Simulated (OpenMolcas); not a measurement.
## Multiplet structure of I VI

| Quantity | Value |
| --- | --- |
| Program | OpenMolcas 26.06 |
| Method | CASSCF |
| Basis | ANO-RCC-VTZP [7s6p4d2f1g] |
| Scalar Hamiltonian | DKH2, point nucleus |
| Active space | 2 electrons in 4 orbitals (5s 5p) |
| State averaging | 2S+1 = 3 even, 3 roots; 2S+1 = 1 even, 7 roots; 2S+1 = 3 odd, 3 roots; 2S+1 = 1 odd, 3 roots |
| Spin-orbit coupling | RASSI with atomic mean-field integrals over the reference wave functions, term energies averaged over their components |

Spin-free terms above the lowest, with the occupations of the reference:

| Configuration | Term | E (cm⁻¹) | Occupations |
| --- | --- | --- | --- |
| 5s² | ¹S | 0.0 | 5s 1.95 5p 0.05 |
| 5s 5p | ³P° | 90419 | 5s 1.00 5p 1.00 |
| 5s 5p | ¹P° | 136409 | 5s 1.00 5p 1.00 |
| 5p² | ³P | 211896 | 5p 2.00 |
| 5p² | ¹D | 224562 | 5p 2.00 |
| 5p² | ¹S | 250131 | 5s 0.05 5p 1.95 |

With spin-orbit coupling, above the lowest level:

```tsv
Configuration	Term	J	E (cm⁻¹)	Measured (cm⁻¹)	Term weight %	Second
5s²	¹S	0	0.0	0.0	100	
5s 5p	³P°	0	81765	85666	100	
5s 5p	³P°	1	85462	89262	99	
5s 5p	³P°	2	94774	99685	100	
5s 5p	¹P°	1	137067	127424	99	
5p²	³P	0	200773	200085	95	5 ¹S
5p²	³P	1	207717	208474	100	
5p²	³P	2	213066		79	21 ¹D
5p²	¹D	2	227626	209432	79	21 ³P
5p²	¹S	0	252914	245658	95	5 ³P
```

Against the 8 measured excited levels shown (the list in Rauch et al., Astron. Astrophys. 606, A105 (2017)) the mean absolute deviation is 6100 cm-1; the largest miss in energy is 5p² ¹D₂: computed 227626, measured 209432 cm⁻¹ (+8.7 %).

Spin-orbit coupling puts the lowest level 18.3 cm⁻¹ below the lowest spin-free term.

The ¹D term of p² mixes with s d, which this space lacks. Computed and measured levels are paired by configuration, term and J; levels that our copy of the source lacks, or whose pairing is in doubt (as where it misses far off the trend of its configuration), stay unpaired and out of the deviations. Only configurations of the active space appear.

The term weight is that of the spin-free term in the level, not the purity of its configuration. ° marks odd parity.
